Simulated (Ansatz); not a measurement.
`FC(F)C1(F)OC1(F)F` + H₂ → `FC(F)C1OC1(F)F` + H–F at 400 K and 1 bar (hydrogenolysis of a C–F bond).

Isolated molecules relaxed with PBE0-D4/def2-TZVP in Ansatz; ΔE leaves out vibrations. CCSD(T)/CBS adds triple-zeta CCSD(T) − MP2 to the extrapolated MP2 energy (def2 sets, frozen cores). This one scheme is used for every species. Each species was taken in one conformer, which may not be the lowest.

```tsv
species	CCSD(T)/CBS energy (Eh)	H − E (kJ/mol)	S (J/(mol·K))
`FC(F)C1(F)OC1(F)F`	-688.82508	161.3	407.4
H₂	-1.17544	38.0	139.0
`FC(F)C1OC1(F)F`	-589.64481	179.1	387.9
H–F	-100.39570	36.5	182.2
```

H − E and S are ideal-gas, rigid-rotor, harmonic terms from PBE0-D4/def2-TZVP, for one conformer and one mirror image of each species. The MP2-based limit puts H₂ 0.8 mEh under its directly extrapolated value; such offsets cancel only in part. 1 Eh = 2625.50 kJ/mol, R = 8.31446 J/(mol·K).

By hand: ΔE, ΔH, ΔS and ΔG.

ΔE = (-589.64481) + (-100.39570) − (-688.82508) − (-1.17544) = -0.03999 Eh = -105.0 kJ/mol. Δ(H − E) = 179.1 + 36.5 − 161.3 − 38.0 = 16.3, so ΔH = -88.7 kJ/mol. ΔS = 387.9 + 182.2 − 407.4 − 139.0 = 23.7 J/(mol·K). ΔG = -88.7 − 400 × (23.7)/1000 = -98.2 kJ/mol.

By hand: the equilibrium constant, and the temperature at which ΔG would vanish if ΔH and ΔS stayed fixed.

log₁₀ K = −ΔG/(RT ln 10) = 12.8. ΔH and −TΔS have one sign here, so there is no such temperature.

ΔH outweighs TΔS. A doubt of 5 kJ/mol in ΔE shifts log₁₀ K by 0.7 here. Other conformers and mirror images would add mixing entropy, several J/(mol·K) or more a flexible species. Modes under 60 cm⁻¹, often nearly free rotors, make the harmonic entropy too high. These are equilibria of isolated gas molecules and say nothing of rates. Largest T1 diagnostic: 0.013 (customary marks: 0.02 for closed shells, 0.045 for open ones).
